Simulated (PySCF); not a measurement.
## How the functional moves excitation energies

Species: CH9NOSi2.
Numbering: `[CH3:1][Si@H:2]([NH2:3])[O:4][SiH3:5]` (hydrogens: H6, H7, H8 on C1; H9 on Si2; H10, H11 on N3; H12, H13, H14 on Si5)

Cartesian coordinates in Å at the PBE0-D3(BJ)/def2-SVP level; atoms count from 1:
```
atom  x, y, z in Å
C1    -1.9161   -1.0056    0.2037
Si2   -0.5741    0.0076    1.0032
N3    -0.6581    1.6348    0.4465
O4     0.8882   -0.7262    0.6347
Si5    2.2994   -0.2482   -0.0848
H6    -2.9136   -0.6544    0.5076
H7    -1.8468   -0.9415   -0.8941
H8    -1.8170   -2.0659    0.4813
H9    -0.6726    0.0456    2.4893
H10   -0.8224    1.8677   -0.5255
H11   -0.2134    2.3966    0.9438
H12    2.0685    0.1733   -1.5026
H13    3.2472   -1.3985   -0.0755
H14    2.9240    0.8998    0.6446
```

Linear-response calculations in the def2-SVPD basis (PySCF; singlets by full response, triplets Tamm–Dancoff, core orbitals frozen in the response; HF means time-dependent Hartree–Fock). 'Strongest' is the level of largest summed f among the singlets computed (10 roots, of which the last may lack a degenerate partner); it can jump between rows when another state enters that window. S1 is the lowest singlet of each run and needn't be the same state throughout; f(S1) is that of one state. Isolated species at its PBE0-D3(BJ)/def2-SVP geometry (one conformer only).

```
functional                               kind  S1 (eV)  f(S1)  strongest (eV)  T1 (eV)  HOMO (eV)  gap (eV)  ionisation energy, ΔSCF (eV)
       LDA                                LDA     5.78  0.060            7.20     5.53      -6.40      5.63                          9.67
       PBE                                GGA     5.80  0.059            5.80     5.54      -6.23      5.67                          9.60
     B3LYP  global hybrid, 20% exact exchange     6.42  0.062            7.98     6.07      -7.44      7.39                          9.76
 BHandHLYP  global hybrid, 50% exact exchange     7.06  0.060            8.86     6.63      -9.07      9.89                          9.85
 CAM-B3LYP             range-separated hybrid     6.76  0.060            8.48     6.36      -9.15     10.10                         10.05
   wB97X-D             range-separated hybrid     6.94  0.069            8.69     6.67      -9.63     11.50                         10.00
   LC-wPBE             range-separated hybrid     7.32  0.065            9.14     6.86     -10.56     12.62                         10.15
        HF                       Hartree–Fock     7.85  0.061            9.80     7.24     -11.32     13.71                   not settled
```

**Question.** What does PBE0 (global hybrid, 25% exact exchange) give?

**Answer.** S1 (eV) 6.64, f(S1) 0.065, strongest (eV) 8.21, T1 (eV) 6.27, HOMO (eV) -7.68, gap (eV) 7.89, ionisation energy, ΔSCF (eV) 9.79. S1 runs from 5.78 eV (LDA) to 7.85 eV (HF), a spread of 2.07 eV, while the orbital gap spreads over 8.1 eV. Along PBE (0%), B3LYP (20%), PBE0 (25%), BHandHLYP (50%), HF (100%) S1 rises with the share of exact exchange. −ε(HOMO) comes closest to its own ΔSCF ionisation energy with wB97X-D (-0.37 eV) and misses most with PBE (-3.37 eV). 'Not settled' means that the ion's SCF failed to converge or may have ended in another state than the lowest.

Without π bonds the low states are Rydberg-like; a valence basis with one diffuse set may place them up to an eV too high.
